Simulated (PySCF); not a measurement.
**La⁺ (lanthanum, charge +1) across methods**

[Xe] 4f1 5d1, one real determinant (an excited configuration). All numbers are calculated (PySCF 2.14, the spin-free X2C one-electron Hamiltonian (Gaussian nucleus), in x2c-TZVPPall (11s7p7d3f1g, 97 functions)).

```tsv
method	E (hartree)	mean ε 5p β (eV)	mean ε 5d α (eV)	mean ε 4f α (eV)	Σ⟨r²⟩ (bohr²)	⟨S²⟩
PBE0	-8491.74	-25.675	-7.883	-3.257	57.48	2.002
UHF	-8488.85082	-29.320	-9.516	-5.950	58.17	2.004
PBE	-8491.69	-24.118	-7.121	-2.246	57.78	2.001
```

**Question.** Estimate the same row for LDA.

**Answer.** E (hartree) = -8484.90; mean ε 5p β (eV) = -24.344; mean ε 5d α (eV) = -7.063; mean ε 4f α (eV) = -2.215; Σ⟨r²⟩ (bohr²) = 57.76; ⟨S²⟩ = 2.000.

⟨L²⟩ = 17.95 against 30 for a pure H term, so this real determinant mixes terms. Spin-orbit coupling, absent here, splits the open shell strongly.
